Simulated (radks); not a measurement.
Question: Rh2+, 43 electrons, occupied as [Kr] 4d5 5s2 (not the ground configuration). Calculated with a radial shooting solver on a logarithmic mesh with Libxc functionals: scalar-relativistic Kohn-Sham, LDA (Slater exchange, Perdew-Wang correlation), spin-polarised, spherical densities, point nucleus; open shells are filled with parallel spins first (spin-orbit coupling, left out, can overturn this in heavy ions). Some entries of the table are withheld. Estimate them.

| orbital | occ. | eigenvalue (hartree) | r(max) (bohr) |
|---|---|---|---|
| 1s up | 1 | -846.7133 | 0.02120 |
| 1s down | 1 | -846.7126 | 0.02120 |
| 2s up | 1 | -123.8050 | 0.1199 |
| 2s down | 1 | -123.7717 | 0.1199 |
| 2p up | 3 | -111.1486 | 0.09578 |
| 2p down | 3 | -111.1223 | 0.09577 |
| 3s up | 1 | -23.06100 | 0.3518 |
| 3s down | 1 | -23.03738 | 0.3519 |
| 3p up | 3 | -18.90297 | 0.3448 |
| 3p down | 3 | -18.87728 | 0.3449 |
| 3d up | 5 | -12.23799 | 0.2908 |
| 3d down | 5 | -12.20388 | 0.2909 |
| 4s up | 1 | -4.20277 | 0.8778 |
| 4s down | 1 | -4.06224 | 0.8747 |
| 4p up | 3 | -3.00644 | 0.9371 |
| 4p down | 3 | -2.86210 | 0.9335 |
| 4d up | 5 | (1) | 1.099 |
| 4d down | 0 | (2) | 1.099 |
| 5s up | 1 | -0.87834 | (3) |
| 5s down | 1 | -0.82491 | (4) |

Answer: 
(1) 4d up eigenvalue (hartree): -1.27878
(2) 4d down eigenvalue (hartree): -1.14189
(3) 5s up r(max) (bohr): 2.209
(4) 5s down r(max) (bohr): 2.278
